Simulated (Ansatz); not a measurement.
Basis-set series for BH$_{9}$Si$_{2}$Sn, SMILES `[BH2][SnH2][SiH2][SiH3]`. Charge 0, multiplicity 1. Sn: def2 effective core potential. All single points use the PBE0-D4/def2-TZVP geometry. It is one conformer, not always the lowest.

| functional | basis | functions | energy (Eh) | HOMO (eV) | LUMO (eV) |
| --- | --- | --- | --- | --- | --- |
| PBE0-D4 | def2-SVP | 121 | -822.99977 | -7.51 | -2.52 |
| PBE0-D4 | def2-TZVPP | 291 | -823.24019 | -7.48 | -2.58 |
| ωB97M-V | def2-SVP | 121 | -823.12803 | -9.39 | -0.55 |
| ωB97M-V | def2-TZVPP | 291 | -823.37609 | -9.40 | -0.70 |

(1) Give the rows for def2-QZVPP. (Estimate.)

Answers

(1) Ansatz gave: 
| functional | basis | functions | energy (Eh) | HOMO (eV) | LUMO (eV) |
| --- | --- | --- | --- | --- | --- |
| PBE0-D4 | def2-QZVPP | 549 | -823.26326 | -7.48 | -2.58 |
| ωB97M-V | def2-QZVPP | 549 | -823.39811 | -9.40 | -0.73 |
